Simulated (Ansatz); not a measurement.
`CN([SiH2]O)[SiH2]Cl` + `CO[SiH2]N[SiH2]O` → `CO[SiH2]N[SiH2]Cl` + `CN([SiH2]O)[SiH2]O`  (redistribution)

Calculated with Ansatz (gas phase, PBE0-D4/def2-TZVP geometries, no zero-point term in ΔE). CCSD(T)/CBS is the MP2 limit (def2-TZVPP, def2-QZVPP) plus CCSD(T) − MP2 in def2-TZVPP, frozen cores. Functionals use def2-TZVPP. B3LYP here is the variant with VWN-RPA as its local correlation; programs differ in this. One conformer a species, not always the lowest.

`CN([SiH2]O)[SiH2]Cl`:

```xyz
14

C     0.650    1.626    0.076
N     0.029    0.330   -0.195
Si    1.080   -1.017   -0.492
O     0.295   -2.407   -0.117
Si   -1.645    0.105    0.059
Cl   -2.055   -0.677    1.941
H     1.287    1.595    0.966
H    -0.112    2.392    0.235
H     1.265    1.954   -0.768
H     1.446   -1.155   -1.921
H     2.306   -0.790    0.323
H    -0.022   -2.516    0.783
H    -2.313    1.425    0.007
H    -2.211   -0.866   -0.898
```

`CO[SiH2]N[SiH2]O`:

Cartesian coordinates in Å:
```
C -0.004 0.469 -2.144
O 0.663 0.947 -0.995
Si 1.397 -0.082 0.072
N 0.239 -1.028 0.916
Si -1.088 -0.357 1.800
O -1.152 1.243 1.446
H -0.390 1.326 -2.698
H 0.677 -0.088 -2.796
H -0.844 -0.184 -1.880
H 2.140 0.829 0.966
H 2.291 -1.025 -0.653
H 0.229 -2.019 0.728
H -2.320 -1.102 1.416
H -0.929 -0.431 3.272
H -0.910 1.502 0.551
```

`CO[SiH2]N[SiH2]Cl`:

```xyz
14

C    -0.979   -1.033    1.670
O    -1.136    0.274    1.165
Si    0.110    1.211    0.672
N     1.049    0.493   -0.591
Si    0.503    0.040   -2.147
Cl   -0.123   -1.927   -2.230
H    -0.311   -1.049    2.540
H    -1.958   -1.398    1.981
H    -0.581   -1.708    0.906
H     1.071    1.456    1.782
H    -0.538    2.449    0.194
H     1.964    0.161   -0.320
H    -0.665    0.881   -2.482
H     1.595    0.150   -3.140
```

`CN([SiH2]O)[SiH2]O`:

Cartesian coordinates in Å:
```
C -1.547 -0.531 0.980
N -0.439 -0.052 0.158
Si -0.046 1.632 0.289
O 1.381 1.898 -0.468
Si 0.407 -1.124 -0.871
O 2.031 -0.920 -0.582
H -1.509 -1.618 1.087
H -1.498 -0.100 1.986
H -2.522 -0.273 0.553
H -1.040 2.515 -0.372
H -0.024 1.952 1.745
H 2.027 1.190 -0.359
H -0.043 -2.499 -0.527
H 0.202 -0.887 -2.326
H 2.618 -1.183 -1.294
```

```csv
level,ΔE (kcal/mol),difference from CCSD(T)/CBS
PBE-D4,-0.7,-0.1
r2SCAN-D4,-0.5,0.1
PBE0-D4,-0.7,-0.1
B3LYP-D4,-0.7,-0.1
ωB97X-V,-0.6,0.0
ωB97M-V,-0.4,0.2
B2PLYP,-1.0,-0.4
PBE,-1.1,-0.5
r2SCAN,-0.5,0.1
PBE0,-1.0,-0.4
B3LYP,-1.3,-0.7
HF/def2-TZVPP,-1.2,-0.6
MP2/def2-TZVPP,-0.6,0.0
SCS-MP2/def2-TZVPP,-0.7,-0.1
CCSD/def2-TZVPP,-0.8,-0.2
CCSD(T)/def2-TZVPP,-0.7,-0.1
HF/def2-QZVPP,-1.2,-0.6
MP2/def2-QZVPP,-0.5,0.1
SCS-MP2/def2-QZVPP,-0.6,0.0
HF/CBS(def2),-1.2,-0.6
MP2/CBS(def2),-0.5,0.1
CCSD/CBS(def2),-0.7,-0.1
CCSD(T)/CBS,-0.6,0
```

Largest T1 diagnostic among the species: 0.011.
